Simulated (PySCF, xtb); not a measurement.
tert-butyl 2-methylpropanoate (C8H16O2), SMILES CC(C)C(=O)OC(C)(C)C.

GFN2-xTB in xtb at its own geometry gives an orbital gap of 4.77 eV and a dipole moment of 2.60 D.

Geometry optimised at B3LYP-D3(BJ)/def2-SVP. The values are those of a single conformer.

Problem. What does PBE/def2-SVP (PySCF) give? (An estimate is asked for; the answer gives what the named calculation found.)

Solution. gap 5.18 eV (levels -5.71 and -0.53 eV), dipole 1.83 D.
